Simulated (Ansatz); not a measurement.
Two structures of BSiH₄F₃, closed shell, reached by relaxing down either side of one saddle point (PBE0-D4/def2-TZVP). Energies are electronic, without zero-point energy. Computed with Ansatz 0.2.0 (basis: def2-TZVPP and def2-QZVPP); correlated methods freeze the cores. Extrapolation: Hartree–Fock as exp(−7.88 √X), correlation as X^−2.97. First:

B1  (-0.843, -0.568, 0.086)
Si2  (-0.091, 1.209, -0.546)
F3  (-1.270, -1.491, -0.753)
F4  (-0.994, -0.850, 1.377)
H5  (1.361, -1.738, 1.411)
F6  (1.600, -1.530, 0.544)
H7  (-1.222, 2.124, -0.865)
H8  (0.736, 1.831, 0.518)
H9  (0.723, 1.014, -1.773)
(Å)

Second:

```
atom    x (Å)    y (Å)    z (Å)
  B1  -0.7382  -1.7982   0.5807
 Si2   0.5913   1.4526  -0.4699
  F3  -1.1162  -1.8433  -0.6751
  F4  -1.4042  -1.0627   1.4394
  H5   0.9752   0.1305   0.0969
  F6   0.2824  -2.5161   0.9846
  H7  -0.8790   1.4925  -0.6600
  H8   1.0109   2.5152   0.4761
  H9   1.2777   1.6294  -1.7728
```

Task: Which bonds change from the first to the second?

Result: BSiH₃F₂ ([F][B]([F])[SiH3]) + HF → BF₃ ([F][B]([F])[F]) + SiH₄; bonds formed: B1–F6, Si2–H5; bonds broken: B1–Si2, H5–F6.

Task: Give the saddle point's structure and its height above each. (Judge from chemistry; the value comes from the calculation.)

Result: The calculation gives: 124.8 kJ/mol above the first and 275.9 kJ/mol above the second (CCSD(T) at an estimated basis limit (MP2 extrapolated from triple and quadruple zeta, plus CCSD(T) − MP2 in triple zeta)).
```xyz
9
angstrom
B -0.5582 -0.9078 0.2695
Si 0.2697 1.0475 -0.3619
F -1.0385 -1.5571 -0.7859
F -1.3251 -0.7514 1.3435
H 0.9203 -0.6420 0.3689
F 0.8067 -1.6790 0.7459
H -1.0794 1.5576 -0.7130
H 0.8685 1.8944 0.7001
H 1.1361 1.0376 -1.5672
```

The T1 diagnostic stays at or below 0.014.

Steps of this kind, hydrogen fluoride cutting a network bond, underlie vapour etching and the fluorination step of atomic layer etching.

Labels in which every atom is bracketed show which atoms are joined, not bond orders.

For scale, one of the runs: CCSD(T)/def2-TZVPP, 222 basis functions, launched by `ansatz run in.yaml --threads 4 --pin off --events-out ev --progress --plain --max-ram 9574MiB`. Hardware: 4 CPU threads of an Arm Neoverse V1, shared host. Wall time 110 s; peak host memory 3.7 GiB.
